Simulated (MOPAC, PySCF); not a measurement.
Noncovalent pair: H2O (SMILES O) (first 3 atoms) with CH3F (SMILES CF); geometry from B3LYP-D3(BJ)/def2-TZVP, rigid monomers moved along the line of their centres of mass till H3···F5 is 3.60 Å.
(charge 0, multiplicity 1):
```json
[
 {"atom": "O", "x (Å)": "-0.1214", "y (Å)": "-0.0633", "z (Å)": "0.5828"},
 {"atom": "H", "x (Å)": "0.0078", "y (Å)": "0.6366", "z (Å)": "-0.0644"},
 {"atom": "H", "x (Å)": "-0.4799", "y (Å)": "0.3723", "z (Å)": "1.3672"},
 {"atom": "C", "x (Å)": "0.5062", "y (Å)": "-0.1911", "z (Å)": "5.4039"},
 {"atom": "F", "x (Å)": "-0.4295", "y (Å)": "0.7480", "z (Å)": "4.9451"},
 {"atom": "H", "x (Å)": "-0.0255", "y (Å)": "-0.9441", "z (Å)": "5.9844"},
 {"atom": "H", "x (Å)": "0.9885", "y (Å)": "-0.6401", "z (Å)": "4.5371"},
 {"atom": "H", "x (Å)": "1.2321", "y (Å)": "0.3307", "z (Å)": "6.0264"}
]
```

Monomers are frozen at their geometry in the pair; levels with a basis set take the counterpoise correction. Rows marked so take none.

Rows in 6-31G* carry no dispersion term and start afresh at each structure (6-31G* with six Cartesian d functions). The state reached by PM6 isn't checked.

The values were computed with MOPAC for PM6 (differences of heats of formation); PySCF for 6-31G* rows. 

**Question.** Estimate the interaction energy that PM6 returns for this input.

**Answer.** -27 meV
